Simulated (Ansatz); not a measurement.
Isomers of Be4S4⁺ (doublet), relaxed with PBE-D4/def2-SVP; total energies from Ansatz at PBE0-D4/def2-TZVP.

```
isomer                                        description  energy (Eh)
     A                   point group D4h; 8 × Be–S 1.92 Å  -1651.20249
     B  point group not assigned; 9 × Be–S 1.90 to 2.20 Å  -1651.20141
     C           point group Cs; 11 × Be–S 1.96 to 2.14 Å  -1651.23015
     D          point group C2v; 12 × Be–S 2.01 to 2.23 Å  -1651.23461
```

The isomers come from a short search, and lower ones may exist.

Problem. Work out the relative energies (1 Eh = 2625.5 kJ/mol) and the Boltzmann populations at 298 K from electronic energies alone (R = 8.314 J/mol/K).

Solution. ΔE: A 84.3, B 87.2, C 11.7, D 0.0 kJ/mol. RT = 2.48 kJ/mol. Factors exp(−ΔE/RT): A 1.73e-15, B 5.37e-16, C 0.00894, D 1; sum 1.009. Populations: A 0.0 %, B 0.0 %, C 0.9 %, D 99.1 %. Zero-point energy, vibrational entropy and symmetry numbers are left out and can shift these; an error of 4 kJ/mol changes a ratio by a factor of 5.0. Over the other density-functional and correlated levels in def2 sets, the gap between D and C ranges from -8 to 16 kJ/mol.
